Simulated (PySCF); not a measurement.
Metal series MCl4-, each in one or more spin states. Gas-phase values, no solvent. Multiplicities are imposed; where one is given, others were not computed.

Level of theory: PBE-D3(BJ)/def2-TZVP // TPSS-D3(BJ)/def2-SVP in PySCF. 

```json
[
 {"species": "M = Co, multiplicity 3 ([Co(Cl)4]- (excited triplet))", "charge on the central atom (meta-Löwdin) (e)": "0.95", "coordination number": "4", "highest occupied spin orbital (eV)": "-1.62", "charge on the central atom (Mulliken) (e)": "0.51"},
 {"species": "M = Co, multiplicity 5 ([Co(Cl)4]- (lower quintet))", "charge on the central atom (meta-Löwdin) (e)": "1.10", "coordination number": "4", "highest occupied spin orbital (eV)": "[?]", "charge on the central atom (Mulliken) (e)": "0.61"},
 {"species": "M = Ni, multiplicity 2", "charge on the central atom (meta-Löwdin) (e)": "[?]", "coordination number": "[?]", "highest occupied spin orbital (eV)": "-1.87", "charge on the central atom (Mulliken) (e)": "0.42"},
 {"species": "M = Ni, multiplicity 4 ([Ni(Cl)4]- (lower quartet))", "charge on the central atom (meta-Löwdin) (e)": "1.04", "coordination number": "4", "highest occupied spin orbital (eV)": "-2.33", "charge on the central atom (Mulliken) (e)": "0.54"},
 {"species": "M = Cu, multiplicity 1 ([Cu(Cl)4]-)", "charge on the central atom (meta-Löwdin) (e)": "0.96", "coordination number": "[?]", "highest occupied spin orbital (eV)": "–", "charge on the central atom (Mulliken) (e)": "0.21"}
]
```

What belongs in the gaps?


- M = Co, multiplicity 5 ([Co(Cl)4]- (lower quintet)), highest occupied spin orbital (eV): -1.63
- M = Ni, multiplicity 2, charge on the central atom (meta-Löwdin) (e): 0.90
- M = Ni, multiplicity 2, coordination number: 4
- M = Cu, multiplicity 1 ([Cu(Cl)4]-), coordination number: 4
